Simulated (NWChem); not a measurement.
Everything below was run with NWChem. System: HIPbS, charge 0, spin multiplicity 1, at a geometry optimised with PBE0/def2-SVP with def2 effective core potentials on I, Pb. The structure started from a generated list of species. Level: MP2/def2-TZVP with def2 effective core potentials on I, Pb, 13 core orbitals frozen.

Input file:

```
start mol
memory heap 200 mb stack 800 mb global 1000 mb
geometry units angstroms nocenter noautoz
  Pb    -0.815099    -0.563265     0.000000
  I      0.956882     1.642843     0.000000
  S      1.001322    -2.345306     0.000000
  H      0.102259    -3.358073     0.000000
  symmetry group Cs
end
basis spherical
  * library def2-tzvp
end
ecp
  I library def2-ecp
  Pb library def2-ecp
end
scf
  rhf
  nopen 0
  maxiter 100
  thresh 1e-7
  semidirect memsize 60000000 filesize 0
end
mp2
  freeze core 13
end
task mp2 energy
```

NWChem printed:

```
             Northwest Computational Chemistry Package (NWChem) 7.3.0
             --------------------------------------------------------

                                NWChem Input Module
                                -------------------

 Scaling coordinates for geometry "geometry" by  1.889725989
 (inverse scale =  0.529177249)

 Turning off AUTOSYM since
 SYMMETRY directive was detected!

                             Geometry "geometry" -> ""
                             -------------------------

 Output coordinates in angstroms (scale by  1.889725989 to convert to a.u.)

  No.       Tag          Charge          X              Y              Z
 ---- ---------------- ---------- -------------- -------------- --------------
    1 Pb                  82.0000    -0.81509900    -0.56326500     0.00000000
    2 I                   53.0000     0.95688200     1.64284300     0.00000000
    3 S                   16.0000     1.00132200    -2.34530600     0.00000000
    4 H                    1.0000     0.10225900    -3.35807300     0.00000000

 Effective nuclear repulsion energy (a.u.)    1224.6439219215

            Nuclear Dipole moment (a.u.)
            ----------------------------
        X                 Y               Z
 ---------------- ---------------- ----------------
     0.0000736993    -0.0000377945     0.0000000000

      Symmetry information
      --------------------

 Group name             Cs
 Group number              2
 Group order               2
 No. of unique centers     4

      Symmetry unique atoms

     1    2    3    4


 Summary of "ao basis" -> "" (spherical)
 ------------------------------------------------------------------------------
       Tag                 Description            Shells   Functions and Types
 ---------------- ------------------------------  ------  ---------------------
 *                         def2-tzvp                  on all atoms

 Summary of "ao basis" -> "ao basis" (spherical)
 ------------------------------------------------------------------------------
       Tag                 Description            Shells   Functions and Types
 ---------------- ------------------------------  ------  ---------------------
 Pb                        def2-tzvp                16       50   6s5p3d2f
 I                         def2-tzvp                16       50   6s5p3d2f
 S                         def2-tzvp                13       37   5s5p2d1f
 H                         def2-tzvp                 4        6   3s1p

                                 NWChem SCF Module
                                 -----------------

  ao basis        = "ao basis"
  functions       =   143
  atoms           =     4
  closed shells   =    32
  open shells     =     0
  charge          =   0.00
  wavefunction    = RHF
  use symmetry    = T
  symmetry adapt  = T

 Summary of "ao basis" -> "ao basis" (spherical)
 ------------------------------------------------------------------------------
       Tag                 Description            Shells   Functions and Types
 ---------------- ------------------------------  ------  ---------------------
 Pb                        def2-tzvp                16       50   6s5p3d2f
 I                         def2-tzvp                16       50   6s5p3d2f
 S                         def2-tzvp                13       37   5s5p2d1f
 H                         def2-tzvp                 4        6   3s1p

      Symmetry analysis of basis
      --------------------------

        a'         96
        a"         47

 Forming initial guess at       0.3s

      Superposition of Atomic Density Guess
      -------------------------------------

 Sum of atomic energies:        -964.50176497

      Non-variational initial energy
      ------------------------------

 Total energy =    -886.641456
 1-e energy   =   -1886.344666
 2-e energy   =     757.755335
 HOMO         =      -0.278610
 LUMO         =      -0.050959

      Symmetry analysis of molecular orbitals - initial
      -------------------------------------------------

  Numbering of irreducible representations:

     1 a'          2 a"

  Orbital symmetries:

     1 a'          2 a'          3 a'          4 a'          5 a'
     6 a"          7 a'          8 a'          9 a'         10 a"
    11 a'         12 a'         13 a"         14 a'         15 a'
    16 a"         17 a'         18 a"         19 a'         20 a'
    21 a'         22 a"         23 a"         24 a'         25 a'
    26 a'         27 a'         28 a'         29 a"         30 a'
    31 a"         32 a'         33 a"         34 a'         35 a'
    36 a'         37 a'         38 a"         39 a'         40 a'
    41 a'         42 a"

 Starting SCF solution at       8.1s

 ----------------------------------------------
         Quadratically convergent ROHF

 Convergence threshold     :          1.000E-07
 Maximum no. of iterations :          100
 Final Fock-matrix accuracy:          1.000E-09
 ----------------------------------------------

              iter       energy          gnorm     gmax       time
             ----- ------------------- --------- --------- --------
                 1     -886.6643276057  7.07D-01  1.50D-01      8.3
                 2     -886.7165512076  2.37D-01  3.61D-02      8.9
                 3     -886.7224396595  9.47D-03  2.29D-03      9.9
                 4     -886.7224573197  6.78D-05  2.05D-05     11.5
                 5     -886.7224573207  5.62D-09  1.41D-09     14.0

       Final RHF  results
       ------------------

         Total SCF energy =   -886.722457320741
      One-electron energy =  -1887.660272522175
[...]
      Two-electron energy =    758.989940118818
 Nuclear repulsion energy =    241.947875082615

        Time for solution =      6.0s

       Symmetry analysis of molecular orbitals - final
       -----------------------------------------------

  Numbering of irreducible representations:

     1 a'          2 a"

  Orbital symmetries:

     1 a'          2 a'          3 a'          4 a'          5 a'
     6 a"          7 a'          8 a'          9 a"         10 a'
    11 a"         12 a'         13 a'         14 a'         15 a"
    16 a'         17 a"         18 a'         19 a'         20 a"
    21 a'         22 a"         23 a'         24 a'         25 a'
    26 a'         27 a'         28 a'         29 a"         30 a'
    31 a"         32 a'         33 a"         34 a'         35 a'
    36 a'         37 a"         38 a'         39 a'         40 a'
    41 a"         42 a'

             Final eigenvalues
             -----------------

              1
    1  -91.9437
    2   -8.9482
    3   -7.7091
    4   -6.6292
    5   -6.6284
    6   -6.6279
    7   -6.2287
    8   -5.5599
    9   -5.5563
   10   -5.5553
   11   -3.9164
   12   -3.9111
   13   -3.9081
   14   -2.2548
   15   -2.2533
   16   -2.2522
   17   -2.2481
   18   -2.2481
   19   -1.1386
   20   -1.1347
   21   -1.1343
   22   -1.1315
   23   -1.1256
   24   -0.9372
   25   -0.8625
   26   -0.6299
   27   -0.5226
   28   -0.4023
   29   -0.3797
   30   -0.3662
   31   -0.3563
   32   -0.3400
   33   -0.0147
   34    0.0427
   35    0.0607
   36    0.1409
   37    0.1567
   38    0.1677
   39    0.1855
   40    0.2332
   41    0.2667
   42    0.2675

                       ROHF Final Molecular Orbital Analysis
                       -------------------------------------

 Vector   30  Occ=2.000000D+00  E=-3.662377D-01  Symmetry=a'
              MO Center=  5.6D-01,  1.2D+00,  1.2D-13, r^2= 3.8D+00
   Bfn.  Coefficient  Atom+Function         Bfn.  Coefficient  Atom+Function
  ----- ------------  ---------------      ----- ------------  ---------------
    67      0.489518  2 I  py                61     -0.388584  2 I  py
    64      0.294285  2 I  py                70      0.229482  2 I  py
     6      0.183448  1 Pb s                 16     -0.169013  1 Pb px
     5      0.164577  1 Pb s                 10      0.153422  1 Pb px

 Vector   31  Occ=2.000000D+00  E=-3.563406D-01  Symmetry=a"
              MO Center=  9.1D-01,  5.5D-01,  1.4D-15, r^2= 5.0D+00
   Bfn.  Coefficient  Atom+Function         Bfn.  Coefficient  Atom+Function
  ----- ------------  ---------------      ----- ------------  ---------------
    68      0.474572  2 I  pz                62     -0.378925  2 I  pz
    65      0.290693  2 I  pz               117     -0.265674  3 S  pz
    71      0.248108  2 I  pz               120     -0.215748  3 S  pz

 Vector   32  Occ=2.000000D+00  E=-3.400417D-01  Symmetry=a'
              MO Center=  3.9D-01,  1.0D-01, -2.5D-14, r^2= 5.9D+00
   Bfn.  Coefficient  Atom+Function         Bfn.  Coefficient  Atom+Function
  ----- ------------  ---------------      ----- ------------  ---------------
    66      0.408036  2 I  px                60     -0.325112  2 I  px
     6      0.286091  1 Pb s                  5      0.262950  1 Pb s
    63      0.249452  2 I  px                69      0.217066  2 I  px
     3     -0.213803  1 Pb s                115      0.211171  3 S  px
    16     -0.203434  1 Pb px                10      0.191592  1 Pb px

 Vector   33  Occ=0.000000D+00  E=-1.471859D-02  Symmetry=a"
              MO Center= -8.0D-01, -5.6D-01,  2.4D-14, r^2= 5.3D+00
   Bfn.  Coefficient  Atom+Function         Bfn.  Coefficient  Atom+Function
  ----- ------------  ---------------      ----- ------------  ---------------
    21      0.574812  1 Pb pz                18      0.424872  1 Pb pz
    12     -0.341640  1 Pb pz                15      0.239154  1 Pb pz
   120     -0.240284  3 S  pz                71     -0.207169  2 I  pz

 Vector   34  Occ=0.000000D+00  E= 4.273657D-02  Symmetry=a'
              MO Center= -8.8D-01, -5.1D-01, -4.3D-14, r^2= 8.5D+00
   Bfn.  Coefficient  Atom+Function         Bfn.  Coefficient  Atom+Function
  ----- ------------  ---------------      ----- ------------  ---------------
    20      0.738951  1 Pb py                19      0.625268  1 Pb px
    56     -0.607413  2 I  s                 70      0.361558  2 I  py
    69      0.287949  2 I  px                 5      0.259338  1 Pb s
     6      0.234414  1 Pb s                 17      0.219775  1 Pb py
    11     -0.216069  1 Pb py                14      0.169326  1 Pb py

 Vector   35  Occ=0.000000D+00  E= 6.071815D-02  Symmetry=a'
              MO Center= -1.2D+00, -4.0D-01,  4.2D-14, r^2= 8.1D+00
   Bfn.  Coefficient  Atom+Function         Bfn.  Coefficient  Atom+Function
  ----- ------------  ---------------      ----- ------------  ---------------
    19      0.893987  1 Pb px                20     -0.768251  1 Pb py
   105     -0.483635  3 S  s                119     -0.412976  3 S  py
     6      0.318280  1 Pb s                140     -0.252302  4 H  s
     5      0.247683  1 Pb s                 70      0.232498  2 I  py
     3     -0.164922  1 Pb s                 69     -0.160868  2 I  px

 center of mass
 --------------
 x =  -0.08206766 y =   0.06659178 z =   0.00000000

 moments of inertia (a.u.)
 ------------------
        2125.672810423632        -786.017324998777           0.000000000000
        -786.017324998777        1020.407268637152           0.000000000000
           0.000000000000           0.000000000000        3146.080079060785

  Mulliken analysis of the total density
  --------------------------------------

    Atom       Charge   Shell Charges
 -----------   ------   -------------------------------------------------------
    1 Pb  22    21.25   0.07 -0.59  1.78  0.76  1.14  0.71 -0.62  6.55  0.43  0.75  0.10  9.11  0.88  0.13  0.03  0.00
    2 I   25    25.42   0.19 -0.77  1.58  1.01  1.06  0.89 -0.49  6.45  1.32  2.94  1.20  9.23  0.76  0.04  0.00  0.00
    3 S   16    16.47   2.01  0.49  1.48  1.04  0.85  4.18  1.69  0.86  2.39  1.39  0.02  0.06  0.01
    4 H    1     0.86   0.23  0.49  0.12  0.02

       Multipole analysis of the density wrt the origin
       ------------------------------------------------

     L   x y z        total         open         nuclear
     -   - - -        -----         ----         -------
     0   0 0 0     -0.000000      0.000000     64.000000

     1   1 0 0     -1.839118      0.000000     41.788046
     1   0 1 0     -0.658041      0.000000    -23.061694
     1   0 0 1     -0.000000      0.000000      0.000000

     2   2 0 0    -52.115259      0.000000    191.265734
     2   1 1 0      3.558416      0.000000     41.005973
     2   1 0 1      0.000000      0.000000      0.000000
     2   0 2 0    -54.404604      0.000000    620.426822
     2   0 1 1      0.000000      0.000000      0.000000
     2   0 0 2    -50.575000      0.000000      0.000000

                   NWChem MP2 Semi-direct Energy/Gradient Module
                   ---------------------------------------------

  Basis functions       =    143
  Molecular orbitals    =    143
  Frozen core           =     13
  Frozen virtuals       =      0
  Active alpha occupied =     19
  Active beta occupied  =     19
  Active alpha virtual  =    111
  Active beta virtual   =    111
  Use MO symmetry       = T
  Use skeleton AO sym   = T

  AO/Fock/Back tols     =   1.0D-09  1.0D-09  1.0D-09

 GA uses MA = F    GA memory limited = T

 Available:
  local mem=  1.15D+08
 global mem=  1.31D+08
 local disk=  0.00D+00
  mp2_memr nvloc                   111
  nvloc new                   111
   1 passes of  19:        5242880                     147123                  68428196.
   1 passes of  19: M    114663440           G      131031102           F     109420560.

 Semi-direct pass number   1 of   1  for RHF alpha+beta  at       14.3s
  vrange nnbf                  9538
  mp2_eaftype                   261  avail_ma_in_mb                   999
 EAF : mp2_eaftype filesize         261   34214098.
  mp2_eaf for mointskh                    261
Node 0 wrote    160.9 Mb in      0.1 s     Agg I/O rate:  2163.6 Mb/s
 Done moints_semi at       31.7s
  mp2_eaftype                   261  avail_ma_in_mb                   738
 EAF : mp2_eaftype filesize         261   34214098.
  mp2_eaf for kh                   261
 Done maket at       32.5s
 Done multipass loop at       32.5s

          -------------------------------------------
          SCF energy                -886.722457320741
          Correlation energy          -1.059501999429
          Singlet pairs               -0.509711645682
          Triplet pairs               -0.549790353747
          Total MP2 energy          -887.781959320170
          -------------------------------------------

          ---------------------------------------------------
                    Spin Component Scaled (SCS) MP2
          Same spin pairs                     -0.366526902498
          Same spin scaling factor             0.333333333333
          Opposite spin pairs                 -0.692975096931
          Opposite spin scaling fact.          1.200000000000
          SCS-MP2 correlation energy          -0.953745750483
          Total SCS-MP2 energy              -887.676203071225
          ---------------------------------------------------

 -----------------------
 Performance information
 -----------------------

 Timer overhead =  1.90D-07 seconds/call

               Nr. of calls         CPU time (s)                 Wall time (s)                GFlops
             ---------------    -------------------     ------------------------------   -------------------
Name         Min   Avg   Max    Min     Avg     Max     Min     Avg     Max   Mx/calls   Min     Max     Sum
mp2: moin     1     1     1    17.     17.     17.      17.     17.     17.     17.      0.0     0.0     0.0
mp2: make     1     1     1   0.78    0.78    0.78     0.78    0.78    0.78    0.78      0.0     0.0     0.0
mp2: tota     1     1     1    18.     18.     18.      18.     18.     18.     18.      0.0     0.0     0.0

 The average no. of pstat calls per process was 3.00D+00
 with a timing overhead of 5.71D-07s

 Task  times  cpu:       32.4s     wall:       32.4s

 Total times  cpu:       32.5s     wall:       32.5s
```
